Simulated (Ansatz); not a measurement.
Input for Ansatz (development build ahead of 0.2.0):

```yaml
crystal:
  periodic: [false, false, false]
  atoms:
    - { symbol: Ge, position_ang: [-0.04269, 0.03138, 0.02816] }
    - { symbol: H, position_ang: [1.07409, 1.10346, 1.11011] }
    - { symbol: H, position_ang: [1.1105, -1.02645, -1.05842] }
    - { symbol: H, position_ang: [-1.01099, 1.08601, -1.04941] }
    - { symbol: H, position_ang: [-1.08617, -1.01084, 1.05017] }
basis:
  gaussian: { orbitals: def2-SVP }
hamiltonian:
  xc: hf
```

The input is written out in the form of the current development build from the run's settings.

Results

| Quantity | Value |
| --- | --- |
| Converged | yes |
| Total energy | -2077.32158 hartree |
| Spin squared of the determinant | 0.000 |

Caution: stretched shape with no unrestricted run beside it, a lower state can exist.
